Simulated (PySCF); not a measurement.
**Ions at one geometry of HfH4**

PySCF 2.14.0, RKS PBE0, Hf def2-SVP with ECP60, H def2-SVP; non-relativistic Hamiltonian with scalar-relativistic core potentials where named; density fitting; no spin-orbit coupling; singlets restricted, open shells unrestricted. The geometry is relaxed for charge 0, singlet, vacuum:

```xyz
5

Hf    0.0000    0.0000    0.0000
H     1.0649    1.0649    1.0649
H    -1.0649   -1.0649    1.0649
H     1.0649   -1.0649   -1.0649
H    -1.0649    1.0649   -1.0649
```

Energies count from the relaxed state; an electron taken off or put on is at rest in vacuum. Charges and spins are Mulliken's.

```json
{"state": "charge 0, singlet, vacuum", "energy (eV)": "0.00", "spin squared": "0.00", "charge on Hf1 (e)": "1.17", "spin on Hf1 (e)": "0.00", "dipole about the centre of mass (D)": "0.00"}
{"state": "charge +1, doublet, vacuum", "energy (eV)": "10.59", "spin squared": "0.77", "charge on Hf1 (e)": "1.35", "spin on Hf1 (e)": "0.09", "dipole about the centre of mass (D)": "0.00"}
```

Q: What does the state charge -1, doublet, vacuum give?

A: energy (eV) -0.22, spin squared 0.75, charge on Hf1 (e) 0.41, spin on Hf1 (e) 1.09, dipole about the centre of mass (D) 0.00.

With an electron taken off (doublet) the charges change, summed by element, by Hf +0.19 e, H +0.81 e. The vertical ionisation energy is 10.59 eV, against −ε(HOMO) = 8.39 eV of the relaxed state. The level lies 2.2 eV too high, as is usual for semilocal functionals and global hybrids, which keep a self-interaction error.

With an electron put on (doublet) the charges change, summed by element, by Hf -0.75 e, H -0.25 e. The vertical electron affinity is 0.22 eV, against −ε(LUMO) = 2.05 eV of the relaxed state. The basis has no diffuse functions, which an added electron needs. The added electron's level lies above zero.

Open shells may have lower solutions than those found.
